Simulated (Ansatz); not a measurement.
Program: Ansatz. Geometries: PBE0-D4/def2-TZVP. ΔE: electronic, gas phase. CCSD(T)/CBS adds triple-zeta CCSD(T) − MP2 to the extrapolated MP2 energy (def2 sets, frozen cores). Functionals use def2-TZVPP. B3LYP here is the variant with VWN-RPA as its local correlation; programs differ in this. def2 core potentials past Kr. For Ge, Sb outer-core shells are correlated without core-valence functions, which leaves a few kJ/mol of doubt a bond. Scalar relativity is left out up to krypton. Each species was taken in one conformer, which may not be the lowest.

Consider the redistribution: `[NH2][SbH][SH]` + `C[O][GeH]([CH3])[SiH3]` → `C[O][SbH][NH2]` + `[CH3][GeH]([SiH3])[SH]`.

```csv
level,ΔE (kcal/mol),difference from CCSD(T)/CBS
PBE-D4,1.6,-0.1
r2SCAN-D4,1.9,0.2
PBE0-D4,2.1,0.4
B3LYP-D4,2.1,0.4
ωB97X-V,1.6,-0.1
ωB97M-V,1.7,0.0
B2PLYP,1.9,0.2
PBE,1.7,0.0
r2SCAN,1.9,0.2
PBE0,2.2,0.5
B3LYP,2.2,0.5
HF/def2-TZVPP,3.5,1.8
MP2/def2-TZVPP,1.4,-0.3
SCS-MP2/def2-TZVPP,1.5,-0.2
CCSD/def2-TZVPP,2.0,0.3
CCSD(T)/def2-TZVPP,1.7,0.0
HF/def2-QZVPP,3.3,1.6
MP2/def2-QZVPP,1.3,-0.4
SCS-MP2/def2-QZVPP,1.5,-0.2
HF/CBS(def2),3.3,1.6
MP2/CBS(def2),1.4,-0.3
CCSD/CBS(def2),2.0,0.3
CCSD(T)/CBS,1.7,0
```

Largest T1 diagnostic among the species: 0.014.

In def2-TZVPP, CCSD(T) changes the Hartree–Fock value by −1.7 kcal/mol (the triples alone add −0.3 kcal/mol) and MP2 by −2.1 kcal/mol.
